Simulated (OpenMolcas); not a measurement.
3d ions of charge +5 along the row

```yaml
Program: OpenMolcas
Method: CASSCF
Basis: ANO-RCC-VTZP
Scalar_Hamiltonian: DKH2, point nucleus
Spin-orbit_coupling: RASSI with atomic mean-field integrals over the reference wave functions, term energies averaged over their components
```

Active space: the 3d shell.

B and C come from two terms' centres of gravity (d2, d8: 3P = 15B, 1G = 12B + 2C; d3, d7: 4P = 15B, 2G = 4B + 3C; d4, d6: 3G = 9B + 4C, 3H = 4B + 4C; d5: 4D = 17B + 5C, 4G = 10B + 5C, above the ground term), where all their levels are at least 80 % pure. ζ = ±2S·A comes from the whole width of the ground multiplet by E(J) = (A/2) J(J+1), where its levels are at least 85 % pure. Energies in cm-1.

```tsv
Ion	Configuration	Lowest level	Weight (%)	B	B measured	C	C measured	ζ	ζ measured
Mn5+	3d2	3F2	100	1432	1159	5389	5322	487	477
Fe5+	3d3	4F 3/2	100	1500	1205	5687	5007	618	572
Co5+	3d4	5D0	100	1642	1131	5900	5809	791	713
Ni5+	3d5	6S 5/2	100	1660		6095			
Cu5+	3d6	5D4	100	1799	1457	6209	5971	1063	1093
```

Measured columns use the levels in Corliss and Sugar, J. Phys. Chem. Ref. Data 6, 1253 (1977) (Mn5+); Corliss and Sugar, J. Phys. Chem. Ref. Data 11, 135 (1982) (Fe5+); Sugar and Corliss, J. Phys. Chem. Ref. Data 10, 1097 (1981) (Co5+); Sugar and Musgrove, J. Phys. Chem. Ref. Data 19, 527 (1990) (Cu5+).

The computed B goes from 1432 (Mn5+) to 1799 cm-1 (Cu5+), a factor of 1.26, rising at every step. It departs from the measured column by +23 to +45 %. The Trees term is left out, which lowers the B read from the levels of every ion, most for d4 to d6. The pair of terms that fixes B changes along the row, so steps between ions also reflect that choice.

The computed ζ goes from 487 (Mn5+) to 1063 cm-1 (Cu5+), a factor of 2.18, rising at every step. It departs from the measured column by -3 to +11 %.

Without dynamic correlation excited terms often stand tens of per cent too high (terms of higher spin than the ground term too low), and those without a measured partner can miss by more than the paired ones. Terms from blocks run as CI alone lack orbitals of their own. Some levels mix across a computed gap that differs much from the measured one, so their mixing is not that of the real levels (holds for Ni5+; Cu5+). Measured partners are found by configuration, term and J. A level has none where our copy of the source lacks it or the pairing is in doubt (some pairs that miss far off the trend of their configuration count as doubtful), and it then counts in no deviation. Levels of configurations outside the active space are missing.
